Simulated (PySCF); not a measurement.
**Correlation energy of K²⁺ (potassium, charge +2)**

[Ne] 3s2 3p5, 2P determinant. All numbers are calculated (PySCF 2.14, the spin-free X2C one-electron Hamiltonian (Gaussian nucleus), in cc-pVDZ-X2C). Frozen: [Ne] 3s2; 5 electrons correlated.

Total MP2 correlation energy: -1.83 mhartree.

Same-spin part -0.58 and opposite-spin part -1.26 mhartree; SCS-MP2 scales them by 1/3 and 6/5 to -1.70 mhartree.

```csv
level,correlation energy (mhartree)
CCSD,-1.92
(T),0.00
CCSD(T),-1.92
```

Diagnostics: T1 = 0.00041, D1 = 0.0006, largest double amplitude 0.006.

Task: Is a single reference adequate?

Result: Yes: T1 lies below 0.03 and no double amplitude reaches 0.07.
